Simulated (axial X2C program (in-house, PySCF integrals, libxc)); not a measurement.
# Bond lengths and stretching modes, held linear, of HfCN⁻

Calculated with an in-house all-electron X2C program for linear molecules (integrals from PySCF): two-component X2C with atomic mean-field Coulomb and Gaunt terms, Gaussian nuclei, basis Hf dyall-v3z, C dyall-v3z, N dyall-av3z with contracted cores. Spin-free rows use the one-electron spin-free X2C Hamiltonian.

Masses Hf 179.947, C 12.000, N 14.003 u. States: 2c Ω = 2 (beyond evenly filled blocks: ω = 1/2, ω = 3/2); spin-free M_S = 1, Λ = 0 (beyond evenly filled blocks: π+α, π-α).

PBE0, spin-free: energies above the lowest point

| r(Hf–C) (Å) | r(C–N) (Å) | E (meV) |
| --- | --- | --- |
| 2.1850 | 1.1398 | 63.98 |
| 2.1850 | 1.1690 | 0.00 |
| 2.1850 | 1.1982 | 27.25 |
| 2.2410 | 1.1398 | 75.25 |
| 2.2410 | 1.1690 | 17.88 |
| 2.2410 | 1.1982 | 52.23 |
| 2.2410 | 1.2275 | 162.08 |
| 2.2970 | 1.1398 | 108.72 |
| 2.2970 | 1.1690 | 56.76 |
| 2.2970 | 1.1982 | 96.98 |
| 2.3531 | 1.1690 | 111.38 |
| 2.3531 | 1.2275 | 277.76 |

Task: Fit a quadratic surface with cubic terms in each bond: where is the minimum, and what are the two stretching wavenumbers?

Result: At PBE0, spin-free: bonds 2.171 and 1.174 Å; harmonic stretches 326.4 and 2077.1 cm⁻¹; force constants 1.43, 16.6 and coupling 0.58 mdyn/Å.

The other levels and Hamiltonians give:

```json
{"Hamiltonian": "2c", "level": "PBE0", "r(Hf–C) (Å)": "2.238", "r(C–N) (Å)": "1.168", "lower stretch (cm⁻¹)": "308.8", "upper stretch (cm⁻¹)": "2129.4"}
{"Hamiltonian": "2c", "level": "HF", "r(Hf–C) (Å)": "2.377", "r(C–N) (Å)": "1.141", "lower stretch (cm⁻¹)": "231.2", "upper stretch (cm⁻¹)": "2309.1"}
{"Hamiltonian": "2c", "level": "BHandHLYP", "r(Hf–C) (Å)": "2.306", "r(C–N) (Å)": "1.152", "lower stretch (cm⁻¹)": "277.3", "upper stretch (cm⁻¹)": "2227.5"}
{"Hamiltonian": "spin-free", "level": "HF", "r(Hf–C) (Å)": "2.387", "r(C–N) (Å)": "1.142", "lower stretch (cm⁻¹)": "189.7", "upper stretch (cm⁻¹)": "2229.3"}
{"Hamiltonian": "spin-free", "level": "BHandHLYP", "r(Hf–C) (Å)": "2.236", "r(C–N) (Å)": "1.158", "lower stretch (cm⁻¹)": "296.8", "upper stretch (cm⁻¹)": "2169.9"}
```

Each state is one determinant, the lowest of a limited PBE0 search; the stretches come from a fit to these few points and carry an uncertainty of a few per cent. Other orders of the atoms were not compared. Left out for rough or failed fits: MP2 2c, MP2 spin-free. The levels spread by more than a fifth, so the stretches depend strongly on the method. For an anion the highest level of a functional can be positive, and the basis then holds the extra electron. The molecule was held linear; bending was not examined, so a bent shape may lie lower. Open-shell Ω = 0 determinants with evenly filled partner blocks cannot be reached by this program, so the Ω shown need not be the lowest component. Note: several unpaired electrons, one determinant need not be a pure state.
